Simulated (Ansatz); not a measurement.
`C1#CC=CC#CC=CC#CC=CC#CC=C1` with charge -1. The state is a doublet with charge -1. Geometry r2SCAN-D4/def2-SVP; atoms count from 1.

```tsv
atom	x (Å)	y (Å)	z (Å)
C1	0.264	2.883	0.349
C2	0.723	2.712	-0.791
C3	1.256	2.657	-2.074
C4	1.450	1.556	-2.901
C5	1.164	0.216	-2.665
C6	0.950	-1.002	-2.568
C7	0.767	-2.381	-2.586
C8	0.232	-3.210	-1.607
C9	-0.263	-2.883	-0.348
C10	-0.724	-2.712	0.790
C11	-1.266	-2.656	2.070
C12	-1.461	-1.555	2.897
C13	-1.165	-0.216	2.664
C14	-0.949	1.002	2.569
C15	-0.756	2.379	2.590
C16	-0.221	3.209	1.611
H17	1.567	3.625	-2.494
H18	1.894	1.775	-3.883
H19	1.092	-2.886	-3.508
H20	0.193	-4.280	-1.862
H21	-1.587	-3.623	2.486
H22	-1.914	-1.773	3.875
H23	-1.072	2.883	3.516
H24	-0.173	4.277	1.871
```

(1) Estimate the Mulliken populations from the PBE0/def2-SVP orbitals of Ansatz.

(2) Where does the spin sit?

(3) And the Mayer bond orders between bonded heavy atoms (over 0.3)?

Results:

(1) 
```tsv
atom	charge (e)	spin (α − β)
C1	0.01	0.04
C2	0.01	0.04
C3	-0.15	0.09
C4	-0.15	0.09
C5	0.01	0.04
C6	0.01	0.04
C7	-0.15	0.09
C8	-0.15	0.09
C9	0.01	0.04
C10	0.01	0.04
C11	-0.15	0.09
C12	-0.15	0.09
C13	0.01	0.04
C14	0.01	0.04
C15	-0.15	0.09
C16	-0.15	0.09
H17	0.01	-0.01
H18	0.01	-0.01
H19	0.01	-0.01
H20	0.01	-0.01
H21	0.01	-0.01
H22	0.01	-0.01
H23	0.01	-0.01
H24	0.01	-0.01
```
Mulliken values and Mayer orders depend strongly on the basis.

(2) Summed by element: C 1.05, H -0.05, of 1 unpaired in all. Largest on single atoms: C4 0.09, C7 0.09, C8 0.09.

(3) C1–C2 2.27 (1.24 Å); C1–C16 1.16 (1.39 Å); C2–C3 1.16 (1.39 Å); C3–C4 1.54 (1.39 Å); C4–C5 1.16 (1.39 Å); C5–C6 2.27 (1.24 Å); C6–C7 1.16 (1.39 Å); C7–C8 1.54 (1.39 Å); C8–C9 1.16 (1.39 Å); C9–C10 2.27 (1.24 Å); C10–C11 1.16 (1.39 Å); C11–C12 1.54 (1.39 Å); C12–C13 1.16 (1.39 Å); C13–C14 2.27 (1.24 Å); C14–C15 1.16 (1.39 Å); C15–C16 1.54 (1.39 Å).
